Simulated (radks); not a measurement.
Results of a calculation; reference values are marked as such.
Problem. Hf I, 72 electrons, occupied as [Xe] 4f14 5d2 6s2. Level of theory: scalar-relativistic Kohn-Sham, PBE, spin-polarised, spherical densities, finite nucleus; open shells are filled with parallel spins first (spin-orbit coupling, left out, can overturn this in heavy ions); Fermi nuclear charge, rms radius 5.347 fm; hard spherical wall at 20 bohr (a radial shooting solver on a logarithmic mesh with Libxc functionals). Some entries of the table are withheld. Estimate them.

orbital,occ.,eigenvalue (hartree),r(max) (bohr)
1s down,1,-2398.452,0.01190
1s up,1,-2398.452,0.01190
2s up,1,-410.2000,0.06807
2s down,1,-410.1981,0.06807
2p up,3,-360.2573,0.05567
2p down,3,-360.2557,0.05567
3s up,1,-93.46143,0.1921
3s down,1,-93.46133,0.1921
3p up,3,-78.53454,0.1898
3p down,3,-78.53435,0.1898
3d up,5,-60.84699,0.1546
3d down,5,-60.84603,0.1546
4s up,1,-18.82397,0.4374
4s down,1,-18.82291,0.4374
4p up,3,-13.92558,0.4582
4p down,3,-13.92465,0.4582
4d up,5,-7.58979,0.4710
4d down,5,-7.58854,0.4710
5s up,1,-2.46653,1.016
5s down,1,-2.44449,1.014
5p up,3,-1.31695,1.161
5p down,3,-1.28551,1.157
4f up,7,(1),0.4547
4f down,7,(2),0.4545
6s up,1,-0.19943,(3)
6s down,1,-0.16870,(4)
5d up,2,(5),1.697
5d down,0,(6),1.690
6p up,0,-0.05729,3.968
6p down,0,-0.04101,4.197

Solution. 
(1) 4f up eigenvalue (hartree): -0.61538
(2) 4f down eigenvalue (hartree): -0.61001
(3) 6s up r(max) (bohr): 2.876
(4) 6s down r(max) (bohr): 2.938
(5) 5d up eigenvalue (hartree): -0.11373
(6) 5d down eigenvalue (hartree): -0.07467
